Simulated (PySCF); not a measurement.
**Nuclear quadrupole coupling in `F[Si@H](C#C[SiH3])N([SiH3])[SiH3]`**

Compound: C2H10FNSi4.
Geometry (GFN2-xTB, Å), atoms numbered from 1 in this order:
```
atom  x, y, z in Å
F1    -0.4183    0.7895    2.2459
Si2   -0.3783   -0.3657    1.1187
C3     1.3086   -0.3131    0.3675
C4     2.4010   -0.2406   -0.1488
Si5    4.0730   -0.0853   -0.9262
N6    -1.5763    0.0212   -0.0722
Si7   -1.7158    1.6653   -0.6543
Si8   -2.6004   -1.2469   -0.6878
H9    -0.6932   -1.5968    1.8187
H10    4.2460   -1.1943   -1.8689
H11    5.0779   -0.1465    0.1384
H12    4.1346    1.2015   -1.6242
H13   -0.5063    2.3918   -0.2808
H14   -1.8459    1.6069   -2.1118
H15   -2.9077    2.2676   -0.0505
H16   -3.5417   -0.6364   -1.6218
H17   -1.7542   -2.2437   -1.3514
H18   -3.3118   -1.8681    0.4328
```

Field gradients from the PBE0/pcSseg-1 density (PySCF, non-relativistic), principal values in atomic units, ordered |Vxx| ≤ |Vyy| ≤ |Vzz|:

```tsv
atom	Vxx	Vyy	Vzz
N6	0.2815	0.3198	-0.6013
```

Question: Find the asymmetry η = (Vxx − Vyy)/Vzz and the couplings χ = eQV/h (234.96 MHz × Q in barn × V in au), with Q(14N) = 0.02044 b.

Answer: 
| atom | environment | nucleus | η | χzz (MHz) | χxx (MHz) | χyy (MHz) |
| --- | --- | --- | --- | --- | --- | --- |
| N6 | nitrogen bridging silicon atoms | 14N | 0.06 | -2.888 | 1.352 | 1.536 |

The tensor is traceless: Vxx + Vyy + Vzz = 0.

Question: What is Vzz at N6 in SI units (1 au = 9.71736 × 10²¹ V/m²)?

Answer: -0.6013 au = -5.843 × 10²¹ V/m².

Question: What couplings would deuterons (Q(2H) = 0.00286 b) have in place of the hydrogens, at this geometry?

Answer: 
```json
{"atom": "H9", "bonded to": "Si2", "bond length (Å)": "1.451", "Vzz (au)": "0.1646", "η": "0.03", "χzz (kHz)": "111"}
{"atom": "H10", "bonded to": "Si5", "bond length (Å)": "1.466", "Vzz (au)": "0.1589", "η": "0.01", "χzz (kHz)": "107"}
{"atom": "H11", "bonded to": "Si5", "bond length (Å)": "1.465", "Vzz (au)": "0.1593", "η": "0.01", "χzz (kHz)": "107"}
{"atom": "H12", "bonded to": "Si5", "bond length (Å)": "1.465", "Vzz (au)": "0.1593", "η": "0.01", "χzz (kHz)": "107"}
{"atom": "H13", "bonded to": "Si7", "bond length (Å)": "1.460", "Vzz (au)": "0.1610", "η": "0.07", "χzz (kHz)": "108"}
{"atom": "H14", "bonded to": "Si7", "bond length (Å)": "1.464", "Vzz (au)": "0.1594", "η": "0.05", "χzz (kHz)": "107"}
{"atom": "H15", "bonded to": "Si7", "bond length (Å)": "1.466", "Vzz (au)": "0.1589", "η": "0.03", "χzz (kHz)": "107"}
{"atom": "H16", "bonded to": "Si8", "bond length (Å)": "1.460", "Vzz (au)": "0.1616", "η": "0.06", "χzz (kHz)": "109"}
{"atom": "H17", "bonded to": "Si8", "bond length (Å)": "1.466", "Vzz (au)": "0.1576", "η": "0.04", "χzz (kHz)": "106"}
{"atom": "H18", "bonded to": "Si8", "bond length (Å)": "1.466", "Vzz (au)": "0.1586", "η": "0.04", "χzz (kHz)": "107"}
```

Isolated species at its GFN2-xTB geometry (one conformer only). GFN2-xTB frequencies show an imaginary mode (46i cm⁻¹), so this geometry is no minimum at that level. GFN2-xTB bond lengths can be off by several hundredths of an ångström, more for odd bonds, and the gradients follow them. The basis is small and wasn't made for field gradients, so the couplings can be 20 % off.

The run behind these numbers computed NMR shieldings as well. Time: 1.9 min wall; peak memory 0.95 GiB. Hardware: one thread, Intel Xeon at 2.50 GHz (x86_64), on a shared host.
